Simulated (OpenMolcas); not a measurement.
A run on Ru3+ among 4 point charges of -1.5 e arranged as a tetrahedron (Td), 2.21 Å from the ion.
```
   1.2759    1.2759    1.2759  -1.50
   1.2759   -1.2759   -1.2759  -1.50
  -1.2759    1.2759   -1.2759  -1.50
  -1.2759   -1.2759    1.2759  -1.50
```

```yaml
Program: OpenMolcas 26.06
Method: CASSCF
Basis: ANO-RCC-VDZP [6s5p3d1f]
Scalar_Hamiltonian: DKH2, point nucleus
Active_space: 5 electrons in 5 orbitals (4d)
State_averaging: 2S+1 = 6 even, 1 root; 2S+1 = 4 even, 24 roots; 2S+1 = 2 even, 75 roots
Spin-orbit_coupling: state interaction with AMFI integrals over the reference wave functions
```

43 basis functions. Blocks (2S+1, parity, CSFs, roots kept): 6, even, 1, 1; 4, even, 24, 24; 2, even, 75, 75.

Q: How long do the RASSCF and RASSI steps take on 1 thread of Arm Neoverse V1, with other jobs on the host?

A: About 25 s of wall time, without the integral step.
